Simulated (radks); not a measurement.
Spherical jellium clusters: N electrons in a uniform positive sphere of charge N and radius rs N^(1/3), rs = 2.22 bohr. Calculated with a radial shooting solver with Libxc functionals: non-relativistic Kohn-Sham, LDA (Slater exchange, Perdew-Wang correlation), spin-polarised, spherical densities. Levels are named by radial order and angular momentum (1s, 1p, 1d, 2s, ...), and open shells are averaged over m. Each electron was tried in the lowest free levels, single moves between levels near the top were tried too, and the lowest total energy was kept; such a search can miss a lower state. Energies include the self-energy of the background; IP and EA are vertical (highest electron removed, lowest free level filled), at fixed background; spill-out counts the electrons outside the background radius R, and alpha is the static dipole polarisability from linear response (closed shells only). A dash means not computed or, for alpha, an open shell; in EA it means that no bound solution was reached, which is typical of self-interaction and does not show that the anion is unstable. Real open-shell clusters deform, which this model forbids.

| N | open shells | 2S | E/N (eV) | E(N+1) + E(N-1) - 2E(N) (eV) | IP (eV) | EA (eV) | -e(HOMO) (eV) | spill-out (e) | alpha/R^3 |
|---|---|---|---|---|---|---|---|---|---|
| 1 | 1s(up 1, down 0) | 1 | -0.008 | - | - | - | 4.178 | 0.59 | - |
| 2 | none | 0 | -0.876 | 2.675 | 8.090 | - | 4.952 | 0.85 | 2.406 |
| 3 | 1p(up 1, down 0) | 1 | -0.274 | -1.025 | 4.736 | - | 2.408 | 1.28 | - |
| 4 | 1p(up 2, down 0) | 2 | -0.230 | -1.005 | 5.960 | - | 3.438 | 1.57 | - |
| 5 | 1p(up 3, down 0) | 3 | -0.404 | 0.327 | 6.743 | - | 4.174 | 1.78 | - |
| 6 | 1p(up 3, down 1) | 2 | -0.465 | -0.841 | 6.146 | - | 3.820 | 1.98 | - |
| 7 | 1p(up 3, down 2) | 1 | -0.630 | -0.654 | 6.834 | 2.268 | 4.462 | 2.14 | - |
| 8 | none | 0 | -0.835 | 3.207 | 7.314 | - | 4.942 | 2.27 | 1.922 |
| 9 | 1d(up 1, down 0) | 1 | -0.638 | -0.502 | 3.943 | - | 1.966 | 2.55 | - |
| 10 | 1d(up 2, down 0) | 2 | -0.530 | -0.494 | 4.556 | - | 2.546 | 2.78 | - |
| 11 | 1d(up 3, down 0) | 3 | -0.487 | -0.461 | 5.047 | - | 3.022 | 2.98 | - |
| 12 | 1d(up 4, down 0) | 4 | -0.490 | -0.420 | 5.452 | - | 3.425 | 3.14 | - |
| 13 | 1d(up 5, down 0) | 5 | -0.525 | 0.272 | 5.793 | - | 3.770 | 3.28 | - |
| 14 | 1d(up 5, down 0) 2s(up 1, down 0) | 6 | -0.535 | 0.040 | 5.434 | - | 3.591 | 3.58 | - |
| 15 | 1d(up 5, down 1) 2s(up 1, down 0) | 5 | -0.541 | -0.531 | 5.525 | 1.826 | 3.627 | 3.72 | - |
| 16 | 1d(up 5, down 3) | 2 | -0.580 | -0.390 | 5.870 | 2.123 | 3.951 | 3.69 | - |
| 17 | 1d(up 5, down 4) | 1 | -0.637 | -0.302 | 6.141 | 2.401 | 4.229 | 3.80 | - |
| 18 | none | 0 | -0.704 | 0.215 | 6.375 | 2.299 | 4.473 | 3.91 | 1.704 |
| 19 | 2s(up 1, down 0) | 1 | -0.753 | 0.212 | 6.093 | 2.232 | 4.271 | 4.13 | - |
| 20 | none | 0 | -0.787 | 2.097 | 5.922 | - | 4.159 | 4.38 | 1.765 |
| 21 | 1f(up 1, down 0) | 1 | -0.717 | -0.291 | 3.895 | - | 2.180 | 4.55 | - |
| 22 | 1f(up 2, down 0) | 2 | -0.667 | -0.278 | 4.187 | - | 2.475 | 4.70 | - |
| 23 | 1f(up 3, down 0) | 3 | -0.633 | -0.263 | 4.448 | - | 2.740 | 4.83 | - |
| 24 | 1f(up 4, down 0) | 4 | -0.614 | -0.249 | 4.683 | - | 2.979 | 4.95 | - |
| 25 | 1f(up 5, down 0) | 5 | -0.605 | -0.234 | 4.895 | - | 3.197 | 5.07 | - |
| 26 | 1f(up 6, down 0) | 6 | -0.607 | -0.220 | 5.088 | 1.764 | 3.397 | 5.17 | - |
| 27 | 1f(up 7, down 0) | 7 | -0.616 | 0.511 | 5.265 | - | 3.581 | 5.27 | - |
| 28 | 1f(up 7, down 1) | 6 | -0.607 | -0.233 | 4.709 | - | 3.075 | 5.37 | - |
| 29 | 1f(up 7, down 2) | 5 | -0.606 | -0.218 | 4.916 | 1.706 | 3.286 | 5.48 | - |
| 30 | 1f(up 7, down 3) | 4 | -0.612 | -0.204 | 5.105 | 1.902 | 3.479 | 5.57 | - |
| 31 | 1f(up 7, down 4) | 3 | -0.625 | -0.191 | 5.277 | 2.084 | 3.657 | 5.66 | - |
| 32 | 1f(up 7, down 5) | 2 | -0.643 | -0.180 | 5.435 | 2.252 | 3.822 | 5.75 | - |
| 33 | 1f(up 7, down 6) | 1 | -0.665 | -0.169 | 5.581 | 2.409 | 3.974 | 5.83 | - |
| 34 | none | 0 | -0.691 | 0.544 | 5.716 | 1.973 | 4.116 | 5.91 | 1.544 |
| 35 | 2p(up 1, down 0) | 1 | -0.700 | -0.090 | 5.138 | 2.157 | 3.621 | 6.14 | - |
| 36 | 2p(up 2, down 0) | 2 | -0.710 | -0.080 | 5.290 | 2.321 | 3.780 | 6.36 | - |
| 37 | 2p(up 3, down 0) | 3 | -0.723 | 0.301 | 5.423 | 2.123 | 3.921 | 6.58 | - |
| 38 | 2p(up 3, down 1) | 2 | -0.727 | -0.086 | 5.170 | 2.301 | 3.711 | 6.81 | - |
| 39 | 2p(up 3, down 2) | 1 | -0.733 | -0.077 | 5.321 | 2.460 | 3.867 | 7.04 | - |
| 40 | none | 0 | -0.740 | - | 5.455 | - | 4.006 | 7.26 | 1.692 |

All shells are closed at N = 2, 8, 18, 20, 34, 40 (there: 1s2 1p6 1d10 2s2 1f14 2p6); the second difference of the energy has clear peaks (12 % above both neighbours; the first and last values, which can be the largest, are not judged, and half-filled shells can peak too) at N = 5, 8, 13, 20, 27, 34, 37.
